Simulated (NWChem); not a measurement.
SF anion

```xyz
2

F      0.0000     0.0000    -1.1246
S      0.0000     0.0000     0.6360
```
Atoms are numbered in this order, from 1.

Program: NWChem. Pople sets run with spherical d functions. Sets without diffuse functions describe the anion's extra electron poorly. Structure relaxed at the B3LYP/def2-SVPD level. Vzz is the largest principal value of the second derivative of the potential at the nucleus (NWChem prints the opposite sign); η is the asymmetry. Non-relativistic.

For level Hartree-Fock/cc-pVTZ:

| Quantity | Value |
|---|---|
| Vzz S2 (a.u.) | 5.662 |

**Question.** How do the values read with level Hartree-Fock/6-31G* instead?

**Answer.** 
| Property | Value |
|---|---|
| Vzz S2 (a.u.) | 5.246 |
